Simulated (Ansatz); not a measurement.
The cluster Cd2SF2. The state is a singlet with charge 0. Geometry PBE0-D4/def2-SVP, basis def2-TZVP, Ansatz.

```csv
atom,x (Å),y (Å),z (Å)
Cd1,-1.419,-0.698,0.745
Cd2,1.406,0.384,-0.965
S3,-0.059,-1.417,-0.993
F4,-2.574,-0.134,2.187
F5,2.646,1.865,-0.974
```

| run | HOMO (eV) | LUMO (eV) |
| --- | --- | --- |
| A | -6.96 | -3.07 |
| B | -6.97 | -3.18 |
| C | -9.18 | -1.57 |
| D | -6.96 | -3.62 |
| E | -6.61 | -3.15 |
| F | -7.40 | -2.76 |

In the def2 sets Cd takes a core potential; there is no spin–orbit coupling. The structure comes from a short search, and lower isomers may exist.

Q: The runs used B97M-V, CAM-B3LYP, LDA (SPW92), r2SCAN, r2SCANh, revPBE. Estimate which is which.

A: A r2SCAN (0 % exact exchange); B B97M-V (0 % exact exchange); C CAM-B3LYP (range-separated); D LDA (SPW92) (0 % exact exchange); E revPBE (0 % exact exchange); F r2SCANh (10 % exact exchange). Exact exchange lowers occupied and raises empty levels; among semilocal functionals meta-GGAs tend to open the gap a little, and such runs are hard to tell apart. The gap grows from 3.35 eV (LDA (SPW92)) to 7.61 eV (CAM-B3LYP).
